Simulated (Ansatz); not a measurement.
CH4OSi, SMILES `O[C][SiH3]` (triplet; the order of the spin states depends on the level; H–O–C–Si torsion 114°) (charge 0, multiplicity 3). This triplet lies 0.46 eV above the relaxed singlet at the level frozen-core CCSD(T)/cc-pVTZ // PBE0-D3(BJ)/def2-TZVP (Ansatz, a first-principles code); other levels give the other order.

All values below come from Ansatz with PBE0/cc-pVTZ // PBE0-D3(BJ)/def2-TZVP.

Ansatz 0.2 input:
```yaml
crystal:
  periodic: [false, false, false]
  atoms:
    - { symbol: O, position_ang: [1.97245, -0.17798, -0.049325] }
    - { symbol: C, position_ang: [0.740511, -0.40679, -0.48038] }
    - { symbol: Si, position_ang: [-0.912957, 0.254355, -0.042009] }
    - { symbol: H, position_ang: [2.345561, -0.955516, 0.386646] }
    - { symbol: H, position_ang: [-1.284216, -0.024168, 1.377403] }
    - { symbol: H, position_ang: [-1.881011, -0.418423, -0.940337] }
    - { symbol: H, position_ang: [-0.980336, 1.728521, -0.251998] }
basis:
  gaussian: { orbitals: cc-pVTZ }
hamiltonian:
  xc: pbe0
magnetization:
  spin_polarized: true
  initial_magnetization: 2
```

Output:

```
Functional definition: PBE0
864 factors; their error is unknown
mean field evaluation 1: about -11015.4323 eV, gradient 2.4e1 eV
mean field evaluation 2: about -11014.6147 eV, gradient 3.0e1 eV
mean field evaluation 4: about -11017.6759 eV, gradient 1.7e0 eV
mean field evaluation 8: about -11017.6919 eV, gradient 4.8e-2 eV
mean field evaluation 16: about -11017.7223 eV, gradient 2.6e-5 eV
mean field -11017.72234195 eV, -404.8938279864 hartree, gradient 2.6e-5 eV, S^2 2.008060; 0 other end points of the search recorded, 0 dependent functions left out
reference -11017.72237003 eV, -404.8938290183 hartree; 17, 15 occupied and 133, 135 virtual orbitals, 864 factors
Total energy: -11017.72237003 eV, -404.8938290183 hartree
```
